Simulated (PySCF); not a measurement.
rubidium atom (Rb), doublet (core potentials on Rb). Base run: M062X/def2-SVPD run with PySCF.

Here is a job for PySCF.
```python
from pyscf import gto, scf, dft, solvent

mol = gto.Mole()
mol.atom = '''
    Rb    0.00000000    0.00000000    0.00000000
'''
mol.basis = 'def2-svpd'
mol.ecp = {'Rb': 'def2-svpd'}
mol.spin = 1
mol.verbose = 4
mol.build()

mf = dft.UKS(mol)
mf.xc = 'm062x'
mf.kernel()
```

Each row names what was changed in the base input (with any setting that the change needs).

| change | ΔE vs base (kJ/mol) |
|---|---|
| base | 0.00 |
| model = IEF-PCM; solvent = dichloromethane; r_probe = 0.5 | -0.01 |
| model = IEF-PCM; solvent = water | -0.11 |
| model = IEF-PCM; solvent = dichloromethane; vdw_scale = 1.1 | -0.28 |
| model = SS(V)PE; solvent = dichloromethane | -0.09 |
| model = IEF-PCM; solvent = dichloromethane; lebedev_order = 41 | -0.09 |
| model = IEF-PCM; solvent = dimethylsulfoxide | -0.10 |
| model = IEF-PCM; solvent = dichloromethane; vdw_scale = 1.4 | -0.01 |
| model = IEF-PCM; solvent = dichloromethane | -0.09 |
| model = IEF-PCM; solvent = dichloromethane; lebedev_order = 11 | -0.11 |
| model = C-PCM; solvent = dichloromethane | -0.09 |
| model = ddCOSMO; solvent = dichloromethane | -9.16 |

The base is the gas phase, so ΔE is the electrostatic part of solvation at a fixed geometry, without cavity and dispersion terms.

Open shells are given as the SCF converged; they aren't shown to be the lowest states, and a large step between rows can be another state.
